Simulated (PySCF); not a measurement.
Assignment exercise: C10H12

Atom-mapped SMILES (the numbers label the heavy atoms): `[CH2:1]=[CH:2][c:3]1[cH:4][cH:5][cH:6][c:7]([CH2:8][CH3:9])[cH:10]1` (H(Xn): hydrogen on atom n). Ha(C1) is cis to C3; Hb(C1) is trans to C3.

PySCF 2.14 calculation with PBE0-D3(BJ)/def2-SVP geometry and GIAO HF/pcSseg-1 shieldings; a single conformation, no solvent model, equivalent nuclei averaged, non-relativistic Hamiltonian.

Chemical shifts δ = σref − σ; $^{13}$C (σref 190.85), $^{1}$H (σref 31.69) vs TMS, all at this level.

Problem. Assign these signals to the numbered atoms. $^{13}$C{$^{1}$H} NMR (computed): δ 152.6, 144.1, 143.4, 136.6, 135.2, 134.1, 130.0, 119.1, 29.2, 21.3.

Solution. 
152.6 → C7, substituted aromatic carbon
144.1 → C2, alkene CH: as expected for a trigonal carbon in a double bond
143.4 → C3, substituted aromatic carbon
136.6 → C5, aromatic CH: the aromatic region
135.2 → C6, aromatic CH
134.1 → C4, aromatic CH
130.0 → C10, aromatic CH
119.1 → C1, terminal =CH2 carbon: as expected for a trigonal carbon in a double bond
29.2 → C8, sp3 CH2 on an aromatic ring: saturated and bonded to C and H only
21.3 → C9, methyl carbon: a saturated carbon with 1 carbon neighbour and no heteroatom attached

C2 and C3; C5 and C6; C6 and C4 lie closer than the usual error of such a calculation, so a measured spectrum could show them in the other order.

Problem. Assign these signals to the numbered atoms. $^{1}$H NMR (400 MHz, computed): δ 7.90 (s, 1H), 7.44 (m, 1H), 7.22 (d, 1H), 7.08 (d, 1H), 6.62 (m, 1H), 6.24 (m, 1H), 5.54 (m, 1H), 2.38 (q, 2H), 1.22 (t, 3H).

Solution. 
```tsv
δ (ppm)	atoms	environment	reason
7.90	H(C10)	hydrogen on an aromatic CH	ring-current deshielding
7.44	H(C5)	hydrogen on an aromatic CH	–
7.22	H(C6)	hydrogen on an aromatic CH	–
7.08	H(C4)	hydrogen on an aromatic CH	–
6.62	H(C2)	hydrogen on an alkene CH	attached to an sp2 carbon and in the plane of the double bond
6.24	Ha(C1)	hydrogen on a terminal =CH2 carbon	olefinic region
5.54	Hb(C1)	hydrogen on a terminal =CH2 carbon	–
2.38	H(C8)	hydrogen on an sp3 CH2 on an aromatic ring	benzylic-type position, deshielded by the ring
1.22	H(C9)	hydrogen on a methyl carbon	–
```

Shifts are as computed. Against solution values, carbons near 30 ppm lie about -0 ppm off and those near 130 ppm about +7 ppm. Of 1211 compounds with measured shifts, 218 miss one by over three times the rms of a fit or turn the order of signals round; such compounds aren't used in these exercises. No couplings were computed; multiplicities are counted from neighbouring protons, with m where these are inequivalent, close in shift, in a saturated or five-membered ring or joined by F or P, and br s for small geminal =CH2 splittings.
